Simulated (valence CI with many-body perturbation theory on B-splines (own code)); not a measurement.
Sb46+: what the settings do

Calculated by configuration interaction combined with many-body perturbation theory (CI+MBPT): three valence electrons over a frozen Dirac-Fock core [He], a basis of 6 s, 6 p, 5 d, 3 f, 1 g functions for each j, with the one-electron correlation potential Σ1 (screened to all orders), the two-electron term Σ2, the three-electron term Σ3, Breit, model QED; selected single and double excitations, second order for the rest, scaled by the run's own slope (own B-spline code, finite nucleus).

No measured spectrum was set against this ion. As an estimate, large intervals hold to a few tenths of a per cent, small ones and those within an open d or f shell to about a per cent.

The reference run has the lowest level (2s^2 2p1/2) J=1/2 and an ionisation energy of 8135.67 eV. Its largest variational space holds 3960 state functions.

Levels are named by their leading jj configuration (3d3/2^4 stands for four electrons in 3d with j = 3/2), which in mixed levels can hold well under half, so a name can repeat and another be missing. Letters in brackets count levels of one name in rising energy.

```
                     Level  Reference (cm⁻¹)  Shift (cm⁻¹)
        (2s 2p1/2^2) J=1/2           1207640           +16
        (2s^2 2p3/2) J=3/2           2249280          -6.2
(2s 2p1/2 2p3/2) J=3/2 [a]           3093780          +9.4
    (2s 2p1/2 2p3/2) J=5/2           3334580          +9.4
(2s 2p1/2 2p3/2) J=3/2 [b]           3713590          +9.3
    (2s 2p1/2 2p3/2) J=1/2           3723150           +10
     (2p1/2^2 2p3/2) J=3/2           5018220           +25
        (2s 2p3/2^2) J=5/2           5490400          +3.0
        (2s 2p3/2^2) J=1/2           6045910          +2.8
        (2s 2p3/2^2) J=3/2           6054750          +2.9
     (2p1/2 2p3/2^2) J=3/2           7031820           +19
     (2p1/2 2p3/2^2) J=5/2           7183550           +19
```

The ionisation energy moves by -0.005 eV.

(1) Which of these changes was made?
A. Breit term on → off; QED terms on → off
B. shift of the energy in Σ1 (hartree) 0 → -20.008
C. highest l in the core sums 6 → 2
D. box radius (bohr) 1.2419 → 2.3

Answers

(1) B. shift of the energy in Σ1 (hartree) 0 → -20.008.
